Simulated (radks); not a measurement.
Sn III, 48 electrons, occupied as [Kr] 4d10 5s2.

Calculated with a radial shooting solver on a logarithmic mesh with Libxc functionals: scalar-relativistic Kohn-Sham, LB94 model potential, spin-unpolarised, spherical densities, finite nucleus; Fermi nuclear charge, rms radius 4.6519 fm.

Energy parts (eV):
part                   energy
kinetic            176039.447
electron-nucleus  -406309.622
Hartree             66683.588
(The LB94 potential has no energy functional, so no total or exchange-correlation energy is given.)

Orbitals (lengths in bohr, moments of r in powers of bohr; <r^-3> diverges for s and p1/2):
orbital  occ.  eigenvalue (eV)   <r^-3>     <r^2>      <r^4>
1s          2        -29177.46        -  0.001139  3.380e-06
2s          2        -4439.034        -   0.01848  0.0005860
2p          6        -3992.609     4738   0.01457  0.0004205
3s          2        -882.6205        -    0.1313    0.02620
3p          6        -736.1419    872.1    0.1317    0.02760
3d         10        -509.8213    120.8    0.1165    0.02491
4s          2        -158.6175        -    0.7582     0.8592
4p          6        -114.5371    158.2    0.8981      1.254
4d         10         -50.9105    14.88     1.400      3.518
5s          2         -32.9345        -     5.172      39.79
5p          0         -23.9730    17.53     7.355      81.57
5d          0         -13.4955    1.167     15.80      376.2
6s          0         -13.4903        -     23.93      795.9
4f          0          -8.4986  0.04945     26.16       1115

The highest occupied level is 5s at -32.935 eV. Summed over all electrons, <r^2> = 33.60 bohr^2, which gives a Langevin (diamagnetic) susceptibility term of -26.6 x 10^-6 cm^3/mol.
